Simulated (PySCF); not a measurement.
Predicted microwave data (PBE0/pcSseg-1 in PySCF (dipole) on a GFN2-xTB geometry, gas phase) for one isomer of C8H11P:

- Rotational constants: A = 2381, B = 986.5, C = 745.9 MHz
- Dipole components: |μa| = 1.94 D, |μb| = 0.88 D, |μc| = 0.22 D
- Inertial defect: -47.04 u·Å²
- κ: -0.71

**Question.** Which candidate fits, each taken in the one conformer that was computed?
A. `[CH:1]#[C:2][P:3]([CH2:4][CH:5]=[CH2:6])[C:7](=[CH2:8])[CH3:9]` with C2–P3–C4–C5 67°, P3–C4–C5–C6 104°, C2–P3–C7–C8 -4°
B. `[CH3:1][CH2:2][c:3]1[cH:4][cH:5][p:6][c:7]([CH3:8])[cH:9]1` with C1–C2–C3–C4 -90°
C. `[CH3:1][CH:2]([CH3:3])[c:4]1[cH:5][cH:6][cH:7][p:8][cH:9]1` with C1–C2–C4–C5 118°

**Answer.** B. It is CCc1ccpc(C)c1, an asymmetric top, point group C1. The candidates at the same level (rigid rotor, commonest isotopes):

| SMILES | A (MHz) | B (MHz) | C (MHz) | μa (D) | μb (D) | μc (D) | Δ (u·Å²) | point group | rotor |
| --- | --- | --- | --- | --- | --- | --- | --- | --- | --- |
| C#CP(CC=C)C(=C)C | 1827 | 1032 | 730.1 | 0.38 | 0.28 | 1.08 | -73.89 | C1 | asymmetric top |
| CCc1ccpc(C)c1 | 2381 | 986.5 | 745.9 | 1.94 | 0.88 | 0.22 | -47.04 | C1 | asymmetric top |
| CC(C)c1cccpc1 | 2615 | 930.3 | 804.3 | 1.42 | 1.43 | 0.00 | -108.10 | Cs | asymmetric top |

`C#CP(CC=C)C(=C)C` has A 23 % too low; `CC(C)c1cccpc1` has A 10 % too high. No structure here is proved a minimum.
